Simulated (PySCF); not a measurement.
**Polarisability and C₆ of Tc³⁺ (technetium, charge +3)**

[Kr] 4d4, high-spin 5D determinant. Calculation: PySCF 2.14, in def2-QZVPPD with the def2 core potential (28 electrons); scalar relativity through the core potential. Coupled (time-dependent) response in atomic units; α is the mean over directions.

| method | mean α (bohr³) | α xx, yy, zz | C₆ (like pair) | S(−4) |
| --- | --- | --- | --- | --- |
| CAM-B3LYP | 5.423 | 5.210, 5.210, 5.848 | 24.57 | 7.256 |

S(−4) is the Cauchy moment in α(ω) = α(0) + S(−4) ω² + …

Spin-orbit coupling is absent.

α(iu) at CAM-B3LYP:

```csv
u (hartree),α(iu) (bohr³)
0,5.423
0.0500,5.405
0.100,5.352
0.200,5.158
0.300,4.884
0.500,4.257
0.750,3.529
1.00,2.930
1.50,2.063
2.00,1.500
3.00,0.8673
5.00,0.3791
```

A single London oscillator, α(iu) = α/(1 + u²/ω²), gives C₆ = (3/4) ω α². Matching the computed C₆ needs ω = 4 × 24.57 / (3 × 5.423²) = 1.11 hartree.

For an ion, C₆ is the dispersion term alone; charge-induced terms of lower order in 1/R come first.

The components differ because the open shell of this determinant is not spherical; for a pure term their mean is the scalar polarisability.

Energies and moments cover only the electrons outside the core potential.
